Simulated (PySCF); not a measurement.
FI3Sn. Atoms are numbered in the order given.

```xyz
5

F      0.0000     0.0000     2.4185
Sn     0.0000     0.0000     0.4774
I      2.2346     1.2902    -0.2870
I      0.0000    -2.5803    -0.2870
I     -2.2346     1.2902    -0.2870
```

Coordinates come from a B3LYP-D3(BJ)/def2-SVP optimisation. The structure was generated by enumeration; whether it is a known compound was not checked. The def2 effective core potentials stand for the cores of I, Sn; spin–orbit coupling is left out.

The numbers are results of HF/def2-TZVP run with PySCF, not measurements.

Symmetry labels are those of the subgroup Cs that the program uses (full group C3v).

**Question.** List the valence orbital energies around the gap with their symmetry. (An estimate is asked for; the answer gives what the named calculation found.)

**Answer.** 
| orbital | symmetry | energy (eV) |
|---|---|---|
| HOMO−7 | A' | -12.43 |
| HOMO−6 | A" | -12.43 |
| HOMO−5 | A' | -11.28 |
| HOMO−4 | A' | -11.05 |
| HOMO−3 | A" | -11.05 |
| HOMO−2 | A' | -10.78 |
| HOMO−1 | A" | -10.78 |
| HOMO | A" | -10.66 |
| LUMO | A' | -0.68 |
| LUMO+1 | A' | 2.04 |
| LUMO+2 | A" | 2.28 |
| LUMO+3 | A' | 2.28 |
